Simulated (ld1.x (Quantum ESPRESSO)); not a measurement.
**Pseudopotential generation for sulfur (S): TM, PBE, scalar-relativistic.**

| Property | Result |
| --- | --- |
| Element | sulfur (S) |
| Generator | ld1.x (Quantum ESPRESSO) 7.5 |
| Type | norm-conserving Troullier–Martins (Kleinman–Bylander form) |
| Functional | PBE |
| Relativity | scalar-relativistic |
| Frozen core | [Ne] |
| Valence charge | 6 |
| Reference configuration | 3s2 3p4 |
| Partial waves | 3s (bound): rc 1.50 bohr; 3p (bound): rc 1.50 bohr |
| Local potential | all-electron potential smoothed inside 1.45 bohr (lloc = -1) |
| Core correction | Bessel-smoothed model core inside 0.95 bohr |

All-electron outer shells of the reference configuration (PBE, scalar-relativistic, ld1.x):

```tsv
shell	level (eV)	outermost node (bohr)	outermost maximum (bohr)
2s	-211.71	0.13	0.39
2p	-156.51	–	0.33
3s	-17.26	0.60	1.40
3p	-7.01	0.58	1.61
```

Q: Does the generator finish with these settings?

A: Yes, a potential is produced and its reference levels are reproduced.

Q: Estimate the cutoffs (Ry, on a coarse ladder) from which the occupation-weighted sum of valence levels, in a spherical-Bessel basis at the reference potential, stays within 10 and 1 mRy of its value at 400 Ry.

A: 35 Ry and 60 Ry.

Q: Does the potential have ghost states?

A: No extra level below or beside the all-electron valence levels (s, p, d, f tested).

Q: Which valence shell sets the plane-wave cutoff?

A: 3s: its level needs 50 Ry to come within 1 mRy, against 25 Ry for 3p.

Q: Tests: 3s2 3p3; 3s2 3p2; 3s2 3p1; 3s1 3p5; 3s0 3p6; 3s2 3p3.5; 3s1 3p4. Which has the largest error in its energy relative to the reference configuration, and how large is it?

A: 3s2 3p1, with +100 meV (all-electron minus pseudo) on +68.09 eV.
